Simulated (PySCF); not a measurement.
# What a mistake does to a calculation on AlBH5NO

All numbers below are calculated, not measured. The program is PySCF 2.14.0, an open-source quantum chemistry code, run on an isolated molecule that a program drew, which may never have been made. The molecule is AlBH5NO (charge 0, singlet), drawn as the SMILES string `B[NH][AlH][OH]`.

Each row is a Hartree-Fock (HF) and frozen-core CCSD(T) single point in the cc-pV(D+d)Z basis, meant for a local HF minimum. Run 1 is clean. Each other run has one planted mistake out of seven kinds, and not every kind appears here: one electron removed, one electron added, multiplicity raised by two, geometry at a saddle point, minimal basis STO-3G, one bond length entered in bohr, all coordinates scaled. The reference is restricted for singlets and unrestricted otherwise, and also for a bond in bohr. Adding or removing an electron swaps singlet and doublet. Electrons count all cores. HOMO and LUMO are orbital energies over both spins, the gradient is its largest component, and the lowest frequency (negative if imaginary) is given only where the gradient is small. Bond lengths are over the 8 bonds as drawn. T1 is the CCSD diagnostic: over 0.02 (restricted) or 0.045 (unrestricted) a single reference is doubtful.

Geometry of the clean run:
```xyz
9
AlBH5NO, angstrom
B     0.0756   -1.4157    0.0648
N    -0.8330   -1.4988   -1.0055
Al   -0.4404   -1.5775   -2.7626
O     1.1563   -1.5558   -3.2905
H     1.2605   -1.3912   -0.1633
H    -0.3084   -1.3688    1.2050
H    -1.8000   -1.5143   -0.7317
H    -1.5962   -1.6674   -3.8152
H     1.9475   -1.5054   -2.7812
```

```
run  electrons  basis functions  <S^2>  HOMO (eV)  LUMO (eV)  gradient (hartree/bohr)  lowest frequency (cm^-1)  mean bond (Å)  longest bond (Å)      T1  HF (hartree)  CCSD(T) (hartree)               mistake
  1         38               90  0.000     -11.85       2.41                  2.0e-05                       125         1.3518             1.802  0.0144    -398.95908         -399.51560              no fault
  2         37               90  0.778     -16.85      -9.89                  1.4e-01                         -         1.3518             1.802  0.0523    -398.55426         -399.10502  one electron removed
  3         39               90  0.780       1.63       7.96                  3.9e-02                         -         1.3518             1.802  0.0284    -398.88404         -399.46143                     ?
  4         38               90  2.018      -4.95      -1.16                  1.2e-01                         -         1.3518             1.802  0.0227    -398.75536         -399.28212                     ?
```

**Which mistake was planted in run 3, and what did it cost?**

It counts 39 electrons, one more than the clean run, at the same geometry and basis. So the mistake is: one electron added. Subtracting run 1 and multiplying by 627.51 kcal/mol a hartree, the energy moved by 47.1 kcal/mol in HF and 34.0 kcal/mol in CCSD(T).

**Which mistake was planted in run 4, and what did it cost?**

Electrons, basis and geometry are unchanged, and <S^2> is 2.018, beside S(S+1) = 2.00 for a multiplicity of 3. So the mistake is: multiplicity raised by two. Subtracting run 1 and multiplying by 627.51 kcal/mol a hartree, the energy moved by 127.8 kcal/mol in HF and 146.5 kcal/mol in CCSD(T).

Cautions from the logs. Run 2: T1 is over the limit, so its CCSD(T) energy is less reliable; run 3: the HOMO is above zero, so the electron isn't bound and the energy depends on the basis.
